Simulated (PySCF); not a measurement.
CH6OSi, SMILES C[SiH2]O.

The structure is a stationary point at B3LYP-D3(BJ)/def2-TZVP. One conformer was computed; it need not be the lowest.

All values below come from TDDFT-PBE0/def2-SVPD (PySCF 2.14.0).

Vertical excitations. Gas-phase values at a fixed geometry.

Computed UV-visible absorptions:
```json
[
 {"state": "S1", "energy (eV)": "7.20", "λ (nm)": "172", "f": "0.010", "main pairs": "HOMO→LUMO 96 %"},
 {"state": "S2", "energy (eV)": "7.81", "λ (nm)": "159", "f": "0.006", "main pairs": "HOMO−1→LUMO 95 %"},
 {"state": "S3", "energy (eV)": "8.08", "λ (nm)": "154", "f": "0.057", "main pairs": "HOMO→LUMO+1 95 %"},
 {"state": "S4", "energy (eV)": "8.53", "λ (nm)": "145", "f": "0.017", "main pairs": "HOMO−1→LUMO+1 95 %"},
 {"state": "S5", "energy (eV)": "8.74", "λ (nm)": "142", "f": "0.039", "main pairs": "HOMO→LUMO+2 59 %, HOMO→LUMO+3 25 %, HOMO−2→LUMO 13 %"},
 {"state": "S6", "energy (eV)": "8.87", "λ (nm)": "140", "f": "0.098", "main pairs": "HOMO→LUMO+3 40 %, HOMO→LUMO+2 37 %, HOMO−2→LUMO 17 %"},
 {"state": "S7", "energy (eV)": "9.12", "λ (nm)": "136", "f": "0.020", "main pairs": "HOMO−2→LUMO 51 %, HOMO→LUMO+3 26 %, HOMO−1→LUMO+2 16 %"},
 {"state": "S8", "energy (eV)": "9.20", "λ (nm)": "135", "f": "0.011", "main pairs": "HOMO−3→LUMO 42 %, HOMO−1→LUMO+2 31 %, HOMO→LUMO+5 9 %"},
 {"state": "S9", "energy (eV)": "9.26", "λ (nm)": "134", "f": "0.143", "main pairs": "HOMO−1→LUMO+2 40 %, HOMO−3→LUMO 36 %, HOMO−2→LUMO 11 %"},
 {"state": "S10", "energy (eV)": "9.45", "λ (nm)": "131", "f": "0.029", "main pairs": "HOMO→LUMO+4 58 %, HOMO→LUMO+5 13 %, HOMO−1→LUMO+3 10 %, HOMO−3→LUMO 9 %"},
 {"state": "T1", "energy (eV)": "6.87", "λ (nm)": "180", "f": "0", "main pairs": "HOMO→LUMO 91 %"},
 {"state": "T2", "energy (eV)": "7.42", "λ (nm)": "167", "f": "0", "main pairs": "HOMO−1→LUMO 85 %"},
 {"state": "T3", "energy (eV)": "7.72", "λ (nm)": "161", "f": "0", "main pairs": "HOMO→LUMO+1 90 %"},
 {"state": "T4", "energy (eV)": "8.15", "λ (nm)": "152", "f": "0", "main pairs": "HOMO−1→LUMO+1 77 %"}
]
```
Triplets are in the Tamm–Dancoff approximation, which puts them higher than full response would, so one can lie above its singlet here.
